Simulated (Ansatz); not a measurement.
Consider the isomerisation: `C=C[CH2][GeH3]` → `C[CH]1[CH2][GeH2]1`.

Computed with Ansatz on PBE0-D4/def2-TZVP structures; ΔE is electronic, products minus reactants. CCSD(T)/CBS is the MP2 limit (def2-TZVPP, def2-QZVPP) plus CCSD(T) − MP2 in def2-TZVPP, frozen cores. For Ge outer-core shells are correlated without core-valence functions, which leaves a few kJ/mol of doubt a bond. Scalar relativity is left out up to krypton. Each species was taken in one conformer, which may not be the lowest.

| species | CCSD(T)/CBS(def2) energy (Eh) |
| --- | --- |
| `C=C[CH2][GeH3]` | -2195.05349 |
| `C[CH]1[CH2][GeH2]1` | -2195.03768 |

Q: Work out ΔE.

A: ΔE = (-2195.03768) − (-2195.05349) = 0.01581 Eh = +41.5 kJ/mol.

Largest T1 diagnostic among the species: 0.011.

In def2-TZVPP, CCSD(T) changes the Hartree–Fock value by −36.4 kJ/mol (the triples alone add −3.3 kJ/mol) and MP2 by −48.6 kJ/mol.
